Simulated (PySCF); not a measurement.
All of these have the formula C5H11NSi. Method used: TDDFT CAM-B3LYP/def2-SVPD, vertical, gas phase, core orbitals frozen in the response (PySCF 2.14.0, density-fitted response routines). Geometries: GFN2-xTB; one conformer of each isolated species. Triplets are in the Tamm–Dancoff approximation.

A. `C=C([SiH3])/C=N\CC`
B. `CC#C[SiH2]N(C)C`
C. `C1CC(=C)[SiH2]N1C`
D. `C=C[Si@@H](N)C1CC1`

Lowest singlet levels (six at most, fewer where fewer were computed) with oscillator strengths:

1. 5.47 eV (f 0.026); 5.86 eV (f 0.019); 6.16 eV (f 0.039); 6.59 eV (f 0.016); 6.80 eV (f 0.246); 6.85 eV (f 0.038); T1 4.15 eV
2. 4.57 eV (f 0.004); 5.81 eV (f 0.002); 6.35 eV (f 0.168); 6.67 eV (f 0.024); 6.91 eV (f 0.030); 7.17 eV (f 0.186); T1 3.89 eV
3. 5.61 eV (f 0.008); 6.01 eV (f 0.001); 6.30 eV (f 0.019); 6.35 eV (f 0.019); 6.42 eV (f 0.004); 6.45 eV (f 0.001); T1 5.10 eV
4. 6.43 eV (f 0.013); 6.53 eV (f 0.012); 6.85 eV (f 0.052); 7.21 eV (f 0.277); 7.55 eV (f 0.057); 7.64 eV (f 0.045); T1 4.34 eV

Problem. Which spectrum belongs to which structure?

Solution. 1 = C, 2 = A, 3 = B, 4 = D.
- A: S1 at 4.57 eV, HOMO→LUMO (78%); Löwdin shares by element: HOMO nitrogen 52%, carbon 30% or more (atoms not listed hold the other 17%); LUMO carbon 59% or more, nitrogen 14% (atoms not listed hold the other 27%); HOMO -8.34 and LUMO 0.14 eV.
- B: S1 at 5.61 eV, HOMO→LUMO (86%), HOMO→LUMO+1 (9%); Löwdin shares by element: HOMO nitrogen 55%, carbon 17% or more, silicon 8% (atoms not listed hold the other 20%); LUMO carbon 30% or more, silicon 23% (atoms not listed hold the other 46%); HOMO -7.60 and LUMO 1.13 eV.
- C: S1 at 5.47 eV, HOMO→LUMO (78%), HOMO→LUMO+1 (15%); Löwdin shares by element: HOMO nitrogen 53%, carbon 17% or more, silicon 8% (atoms not listed hold the other 22%); LUMO carbon 53% or more, silicon 11% (atoms not listed hold the other 36%); HOMO -7.59 and LUMO 0.87 eV.
- D: S1 at 6.43 eV, HOMO→LUMO (64%), HOMO-4→LUMO (14%); Löwdin shares by element: HOMO nitrogen 50%, hydrogen 16% or more, silicon 15% (atoms not listed hold the other 19%); LUMO carbon 62% or more, silicon 9%, hydrogen 6% or more (atoms not listed hold the other 23%); HOMO -8.71 and LUMO 0.84 eV.
B and C have S1 within 0.14 eV of each other; their strongest listed levels stand at 6.30 eV (f 0.019) and 6.80 eV (f 0.246).
